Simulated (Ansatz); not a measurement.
C$_{2}$H$_{5}$FGe (`F/C=[CH]/[GeH3]`), relaxed with RKS PBE-D4/def2-SVP in Ansatz 0.2.0 from a rough embedded geometry. The force threshold is 0.03 eV/Å; the program also tests the step.

Charge 0, multiplicity 1.

Start:

```xyz
9

F    -1.658    1.427   -1.655
C    -0.828    1.096   -0.687
C    -0.338   -0.129   -0.661
Ge    0.754   -0.729    0.832
H    -0.556    1.821    0.098
H    -0.644   -0.849   -1.422
H     0.127   -1.903    1.558
H     2.124   -1.175    0.207
H     1.018    0.441    1.730
```

| step | energy (eV) | largest force (eV/Å) | largest move (Å) |
| --- | --- | --- | --- |
| 1 | -61364.5470 | 1.558 | 0.000 |
| 2 | -61364.6902 | 0.633 | 0.103 |
| 3 (rejected) | -61364.6823 | 0.948 | 0.107 |
| 4 | -61364.7337 | 0.177 | 0.046 |
| 5 | -61364.7347 | 0.032 | 0.020 |
| 6 | -61364.7348 | 0.020 | 0.006 |

End:

```xyz
9

F    -1.654    1.517   -1.673
C    -0.846    1.086   -0.688
C    -0.364   -0.164   -0.635
Ge    0.802   -0.750    0.804
H    -0.643    1.884    0.049
H    -0.649   -0.862   -1.440
H     0.156   -1.925    1.585
H     2.163   -1.231    0.235
H     1.036    0.445    1.764
```

Hardware: 4 threads of an Arm Neoverse V2 on a shared host. Wall time 5.5 s, peak host memory 0.14 GiB.
